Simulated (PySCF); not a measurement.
**Electronic structure of Hg⁺ (mercury, charge +1) at the UHF level**

Configuration: [Xe] 4f14 5d10 6s1, 2S determinant. Computed with PySCF 2.14 in cc-pVDZ-PP with ECP60MDF, with a scalar-relativistic core potential.

* Total energy: -152.224713 hartree
* One-electron energy: -263.4522 hartree
* Hartree (Coulomb) energy: 124.0609 hartree
* Exchange energy: -12.8334 hartree
* ⟨S²⟩: 0.7516
* ⟨L²⟩: 0.000
* Sum of ⟨r⟩: 25.68 bohr
* Sum of ⟨r²⟩: 42.93 bohr²
* Time after the integrals: 0.28 s of wall time on 1 thread of Neoverse-V1 (shared host)

| shell | electrons | mean orbital energy (eV) | rms radius, mean of both spins (bohr) |
| --- | --- | --- | --- |
| 5s α | 1 | -147.00 | 0.980 |
| 5s β | 1 | -146.81 | 0.980 |
| 5p α | 3 | -91.697 | 1.12 |
| 5p β | 3 | -91.685 | 1.12 |
| 5d α | 5 | -25.596 | 1.58 |
| 5d β | 5 | -25.276 | 1.58 |
| 6s α | 1 | -17.280 | 2.93 |

Energies and moments cover only the electrons outside the core potential. Spin-orbit coupling, which splits the p, d and f shells strongly at this Z, is absent.
